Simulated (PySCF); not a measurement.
**How methods differ on the ionisation energy of Al⁺**

Al⁺ [Ne] 3s2 (1S) → Al²⁺ [Ne] 3s1 (2S), as a difference of total energies. Computed with PySCF 2.14 in aug-cc-pVDZ-DK, with the spin-free X2C one-electron Hamiltonian (Gaussian nucleus). Correlated levels: valence: [Ne] frozen. The calculations carry no spin-orbit coupling.

```tsv
method	ionisation energy (eV)	error (eV)
UHF	17.578	-1.251
LDA	18.954	+0.125
PBE	18.833	+0.004
PBE0	18.728	-0.101
r2SCAN	18.442	-0.387
M06	18.862	+0.033
M06-L	18.732	-0.097
TPSSh	18.673	-0.156
B3LYP	18.976	+0.147
MP2 (valence)	18.263	-0.566
SCS-MP2 (valence)	18.400	-0.429
```

Reference: 18.829 eV (measured; NIST Atomic Spectra Database, ionization energies).

Errors of the correlated levels include the incompleteness of this basis and the frozen core.

MP2 underrates the near-degeneracy of ns² with np² in the lower species.
